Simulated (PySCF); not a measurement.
Run record: geometry optimisation, `C=CC/[N+](=C\C)CC(F)(F)F`.

Computed with PBE0-D3(BJ)/def2-SVP geometry optimisation, gas phase (PySCF 2.14.0). Start geometry: GFN2-xTB. A driver script takes a list of jobs; this job's settings line and coordinates (Å) are shown.

Command:
```bash
OMP_NUM_THREADS=1 python probes_run.py task.json out
```

Input:
```
{"job": {"xc": "PBE0", "basis": "def2-SVP", "d3": "d3bj", "grid": 1, "shake": 0.01, "kind": "geom"}, "charge": 1, "multiplicity": 1}
C      2.501790    -1.867870     0.276560
C      1.888120    -0.687860     0.495590
C      0.411870    -0.546350     0.840030
N     -0.194470     0.335120    -0.112880
C     -0.534270     1.558340     0.086690
C     -0.325530     2.354670     1.305420
C     -0.523630    -0.295170    -1.381770
C     -1.951630    -0.862960    -1.363510
F     -2.303880    -1.347410    -2.520660
F     -2.840050     0.089840    -1.016410
F     -2.094700    -1.840660    -0.441870
H      1.956050    -2.778190     0.323030
H      3.506060    -1.892510     0.050660
H      2.430140     0.247360     0.471230
H     -0.057620    -1.532740     0.821850
H      0.325030    -0.126200     1.863090
H     -1.008260     2.104380    -0.725540
H      0.173030     3.287920     1.047900
H     -1.301010     2.652740     1.692560
H      0.207430     1.859090     2.101500
H      0.150840    -1.110700    -1.583740
H     -0.480400     0.403540    -2.216260
```

Output:
```
step   0  E = -626.25176910  max force = 0.051428
step   1  E = -626.26151853  max force = 0.011669
step   2  E = -626.26213932  max force = 0.004913
step   3  E = -626.26219205  max force = 0.003061
step   4  E = -626.26232798  max force = 0.001885
step   5  E = -626.26233746  max force = 0.001860
step   6  E = -626.26237404  max force = 0.000389
step   7  E = -626.26238288  max force = 0.000552
step   8  E = -626.26239724  max force = 0.000488
step   9  E = -626.26239849  max force = 0.000573
step  10  E = -626.26240159  max force = 0.000369
optimisation converged
```

Energies in Eh; «max force» is the largest Cartesian gradient component in Eh/bohr.

Give the first gradient maximum in eV/Å.

With 1 Eh/bohr = 51.422 eV/Å, 2.645 eV/Å.

Main results: final energy -626.26240 Eh after 10 steps.

Give the final coordinates.

0.091 Å rms from the input after alignment:
```
atom  x, y, z in Å
C1     2.4551   -1.8846    0.1223
C2     1.9304   -0.6996    0.4368
C3     0.5063   -0.5221    0.8635
N4    -0.2241    0.3531   -0.0838
C5    -0.5822    1.5687    0.1571
C6    -0.3709    2.3424    1.3844
C7    -0.5539   -0.2578   -1.3718
C8    -1.9471   -0.8787   -1.3375
F9    -2.2252   -1.4014   -2.5133
F10   -2.8538    0.0552   -1.0452
F11   -2.0226   -1.8259   -0.4054
H12    1.8644   -2.8066    0.1463
H13    3.5095   -1.9796   -0.1498
H14    2.5522    0.2032    0.4225
H15   -0.0324   -1.4798    0.8806
H16    0.4285   -0.0808    1.8646
H17   -1.1143    2.0686   -0.6625
H18    0.0820    3.3105    1.1125
H19   -1.3630    2.5932    1.8018
H20    0.2356    1.8535    2.1530
H21    0.1929   -1.0302   -1.5985
H22   -0.5272    0.4965   -2.1687
```

Estimate the wall time. Hardware: one thread of an Intel Xeon 6975P-C, shared host with 192 logical CPUs at a one-minute load of 42. And the peak memory of the process?

About 3.0 min, with 0.91 GiB resident at the peak, the Python interpreter and its libraries included.
Labels such as C1 count atoms from 1, the log's own numbers from 0.
